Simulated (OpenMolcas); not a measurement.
# GaGeH5 (SMILES [GaH2][GeH3]): the energy, rung by rung

The species is GaGeH5 (7 atoms), meant as a singlet with charge 0. As SMILES, `[GaH2][GeH3]`. The shape is that of a PBE0-D4/def2-TZVP optimisation.

| atom | x (Å) | y (Å) | z (Å) |
| --- | --- | --- | --- |
| Ga | -0.3665 | -1.3596 | 0.1114 |
| Ge | 0.2778 | 0.9879 | -0.1074 |
| H | 0.5299 | -2.3543 | 0.9350 |
| H | -1.6930 | -1.8917 | -0.5428 |
| H | -0.3075 | 1.6573 | -1.3646 |
| H | -0.2461 | 1.7798 | 1.1091 |
| H | 1.8055 | 1.1806 | -0.1406 |

Quantity: the energy change with the Ga1–H3 bond stretched from 1.572 to 1.808 Å, in eV. The values are calculated.

```
                                                  level                   kind     program  value (eV)  less CCSD(T)/def2-SVPD
                              HF/def2-SVPD (restricted)           Hartree–Fock  OpenMolcas        0.29                    0.00
                           SVWN5/def2-SVPD (restricted)                    LDA  OpenMolcas        0.28                   -0.01
                          revPBE/def2-SVPD (restricted)                    GGA  OpenMolcas        0.23                   -0.06
                           M06-L/def2-SVPD (restricted)               meta-GGA  OpenMolcas        0.28                   -0.01
                          r2SCAN/def2-SVPD (restricted)               meta-GGA  OpenMolcas        0.30                   +0.01
                          M06-2X/def2-SVPD (restricted)        hybrid meta-GGA  OpenMolcas        0.26                   -0.03
                          B2PLYP/def2-SVPD (restricted)          double hybrid  OpenMolcas        0.30                   +0.01
                             MP2/def2-SVPD (restricted)    perturbation theory  OpenMolcas        0.33                   +0.04
CCSD(T)/def2-SVPD (Cholesky decomposition) (restricted)  coupled cluster or CI  OpenMolcas        0.29                    0.00
```

CCSD(T)/def2-SVPD (Cholesky decomposition) (restricted) is the highest level here, not the true value. All-electron rows without a relativistic Hamiltonian named are non-relativistic. The first shape isn't each level's own minimum. The values span 0.23 to 0.33 eV. In the correlated wave-function rows the outer d shell of Ga, Ge is correlated, in sets not made for it.
